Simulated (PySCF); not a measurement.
H7NO2Si2, SMILES [Si@H](N)(O[SiH3])O. Atoms are numbered in the order given.

```xyz
12

N     -2.1477     0.7061     0.5750
Si    -0.9575    -0.0878    -0.3681
O     -0.6331    -1.5841     0.2783
O      0.5323     0.6317    -0.3904
Si     2.0819     0.2404     0.0651
H     -1.9830     0.9145     1.5541
H     -2.7269     1.4179     0.1445
H     -1.4817    -0.1233    -1.7563
H     -1.3960    -2.0920     0.5677
H      2.1563    -0.0266     1.5334
H      2.5768    -0.9576    -0.6754
H      2.9534     1.4071    -0.2559
```

Geometry: PBE0-D3(BJ)/def2-SVP. The structure was generated by enumeration; whether it is a known compound was not checked. One conformer was computed; it need not be the lowest.

These are TDA-PBE/def2-SVPD in PySCF 2.14.0 values and carry that method's errors.

Vertical excitations. Gas-phase values at a fixed geometry.

| state | energy (eV) | λ (nm) | f | main pairs |
|---|---|---|---|---|
| S1 | 5.89 | 210 | 0.034 | HOMO→LUMO 99 % |
| S2 | 6.50 | 191 | 0.023 | HOMO→LUMO+1 91 % |
| S3 | 6.69 | 185 | 0.009 | HOMO−1→LUMO 95 % |
| S4 | 6.75 | 184 | 0.037 | HOMO→LUMO+2 95 % |
| S5 | 6.89 | 180 | 0.004 | HOMO−2→LUMO 97 % |
| S6 | 6.96 | 178 | 0.004 | HOMO→LUMO+3 95 % |
| S7 | 7.08 | 175 | 0.019 | HOMO−3→LUMO 94 % |
| S8 | 7.20 | 172 | 0.024 | HOMO−1→LUMO+1 93 % |
| S9 | 7.39 | 168 | 0.005 | HOMO−2→LUMO+1 90 % |
| S10 | 7.43 | 167 | 0.002 | HOMO→LUMO+4 78 %, HOMO−1→LUMO+2 18 % |
| T1 | 5.76 | 215 | 0 | HOMO→LUMO 99 % |
| T2 | 6.21 | 200 | 0 | HOMO→LUMO+1 97 % |
| T3 | 6.45 | 192 | 0 | HOMO→LUMO+2 65 %, HOMO−1→LUMO 32 % |
| T4 | 6.51 | 190 | 0 | HOMO−1→LUMO 64 %, HOMO→LUMO+2 33 % |
Triplets are in the Tamm–Dancoff approximation.
